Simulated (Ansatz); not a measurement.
The same path of F3H3Si2 + H2 (10 atoms, charge 0, multiplicity 1) was run twice with different band settings. Lost on the way: Si1–Si2, H6–H7. Made: Si1–H7, Si2–H6.

Computed with Ansatz, RKS PBE0/def2-SVP.

Relaxed end points:

```xyz
10
Properties=species:S:1:pos:R:3
Si -0.889 -0.693 -0.780
Si 0.156 1.301 -0.196
F -0.615 -1.087 -2.314
F -0.386 -1.935 0.113
F -2.484 -0.609 -0.593
H 1.804 -0.855 2.222
H 1.316 -1.255 1.796
H -0.146 1.608 1.232
H 1.625 1.148 -0.401
H -0.381 2.377 -1.080
```

```xyz
10
Properties=species:S:1:pos:R:3
Si -0.776 -1.911 -0.455
Si 0.815 1.896 0.472
F -0.689 -1.666 -2.032
F -1.878 -3.037 -0.186
F -1.290 -0.553 0.225
H 1.343 0.693 1.184
H 0.524 -2.308 0.091
H -0.456 2.343 1.108
H 1.829 2.990 0.553
H 0.578 1.552 -0.961
```

Common settings: movable images 9; climbing image yes; spring 5.0 eV/Å²; optimiser quadratic models (default); start path through a guess of the saddle point; iteration limit 60; end points relaxed.

| run | force threshold |
| --- | --- |
| 1 | 0.05 eV/Å |
| 2 | 0.5 eV/Å |

What does each run give, and how far can it be trusted?

Run 1: converged after 37 iterations, highest image 3.076 eV above the first end. Neighbouring images differ by up to 2.5 eV, so the band resolves the path poorly. A vibrational analysis at the climbing image gives one clearly imaginary mode, 1583i cm⁻¹: a first-order saddle point.
Run 2: converged after 22 iterations, highest image 3.129 eV above the first end. The threshold of 0.5 eV/Å is loose, so the images may lie well off the minimum-energy path. Neighbouring images differ by up to 2.5 eV, so the band resolves the path poorly. The order of the stationary point at the top wasn't checked.
The orbitals stay closed-shell, which can raise the energy where a bond breaks towards radicals; this wasn't checked here.
